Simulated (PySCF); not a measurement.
Structure problem from calculated spectra and properties.

Formula: SF6.

| Property | Result |
| --- | --- |
| Dipole | 0.00 D by symmetry (numerical residue 0.01 D) [CAM-B3LYP/aug-cc-pVTZ] |
| UV, first state | lowest singlet excitation: 9.21 eV (135 nm, f = 0.000 summed over 3 states within 0.01 eV) [TDDFT CAM-B3LYP/aug-cc-pVTZ] |
| UV, strongest line | among the 10 lowest singlet transitions: S7/S8/S9 at 10.75 eV (115 nm, f = 0.274 summed over these states) [TDDFT CAM-B3LYP/aug-cc-pVTZ] |
| Rotational structure | rotational constants A, B, C: 2.715, 2.714, 2.713 GHz [PBE0-D3(BJ)/def2-TZVP] |
| Triplet | lowest triplet excitation (Tamm–Dancoff): 8.72 eV [TDA CAM-B3LYP/aug-cc-pVTZ] |
| XPS | S2p3/2 179.7, F1s 694.8 (×6), S1s 2489.3 eV [ΔSCF SCAN, pcX-3 on the ionised atom, pcseg-2 elsewhere, spin-free X2C, 2p3/2 from a spin–orbit splitting computed afterwards within the 2p shell] |
| NMR, other nuclei | isotropic shieldings of nuclei other than C and H, by class: 113 (6 F), 304 (1 S) ppm [GIAO B97-2/pcSseg-2] |
| Polarisability | 30.1 au [CAM-B3LYP/aug-cc-pVTZ] |

The electronic properties come from PySCF, for the isolated species, density fitting. Levels stand in brackets. Geometry: PBE0-D3(BJ)/def2-TZVP; no solvent, vibrations or thermal averaging. NMR values are class means; diastereotopic atoms form classes of their own.

**Question.** Propose a structure and show how it fits.

**Answer.** Numbering: `[F:1][S:2]([F:3])([F:4])([F:5])([F:6])[F:7]`. The other shieldings belong to: 113 ppm, sulfur-bound fluorine [F1/F3/F4/F5/F6/F7]; 304 ppm, sulfur bonded to 6 F [S2]. The core levels belong to: S2p3/2 179.7 eV, sulfur bonded to 6 F [S2]; F1s 694.8 eV, sulfur-bound fluorine [F1/F3/F4/F5/F6/F7]; S1s 2489.3 eV, sulfur bonded to 6 F [S2]. The vanishing dipole is forced by symmetry. The optimised geometry has point group Oh and is a spherical top (the spread among constants that symmetry makes equal is optimisation noise). Structure: `FS(F)(F)(F)(F)F`. The assignments are read from this structure; whether some other isomer fits the data as well wasn't checked.
